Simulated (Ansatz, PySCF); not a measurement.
Reaction (SMILES): O=BCl + 3 [H][H] (H2) -> B (BH3) + Cl (HCl) + O (H2O)
Geometries: B3LYP-D3(BJ)/def2-TZVP minima from Ansatz (a program for electronic structure).

Quantity: energy of full hydrogenation (enthalpy at 298 K, with B3LYP-D3(BJ) rigid-rotor harmonic-oscillator terms from PySCF), in eV. Valence correlation only, unless marked. Spin-orbit coupling is left out. Non-relativistic. Basis-set limits of correlation are two-point, X^-3; Hartree-Fock from the larger set.

| level | program | energy of full hydrogenation (eV) |
|---|---|---|
| HF/cc-pV(T+d)Z | Ansatz | 0.89 |
| M06-L-D4/def2-TZVPD | PySCF + dftd4 | 1.30 |

Task: Predict the CCSD(T)/CBS(aug-cc-pV(T+d)Z,aug-cc-pV(Q+d)Z) result (Ansatz).

Result: 1.36 eV
